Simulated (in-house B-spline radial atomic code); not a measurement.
# Ionising the copper ion Cu⁶⁺ with different functionals

Computed with a B-spline radial code for spherical atoms: non-relativistic Hamiltonian, point nucleus, spin-polarised at highest spin, spherical fractional occupations for the functionals, and exact exchange of hybrids averaged over the configuration. The ionisation energy is the difference of two self-consistent energies, [Ar] 3d5 → [Ar] 3d4, without Breit or QED terms; ε is the level of the shell that loses the electron (its least bound occupied spin orbital).

| method | rung | ΔSCF (eV) | -ε(3d) (eV) |
| --- | --- | --- | --- |
| PBE0 | global hybrid | 139.72 | 129.76 |
| B3LYP | global hybrid | 139.71 | 128.90 |
| TPSSh | global hybrid | 139.58 | 127.18 |
| M06-2X | global hybrid | 139.29 | 134.01 |
| BHandHLYP | global hybrid | 139.71 | 133.81 |
| r2SCAN0 | global hybrid | 140.45 | 130.56 |
| B97-1 | global hybrid | 139.59 | 128.95 |
| HSE06 | range-separated hybrid | 139.65 | 129.26 |
| wB97X | range-separated hybrid | 139.25 | 131.50 |
| CAM-B3LYP | range-separated hybrid | 139.66 | 130.92 |
| LC-wPBE | range-separated hybrid | 139.54 | 131.25 |

Among the functionals, which spreads more, the ΔSCF values or the orbital energies?

The orbital energies: ΔSCF values span about 1.20 eV and the orbital energies 6.83 eV; here energy differences depend much less on the functional than eigenvalues do.

How do they compare with the NIST value?

NIST lists 139 eV ± 1.2 (semi-empirical, ground level to ground level). Errors run from +0.25 to +1.45 eV; all lie within about twice that uncertainty, so the table can't rank the methods.
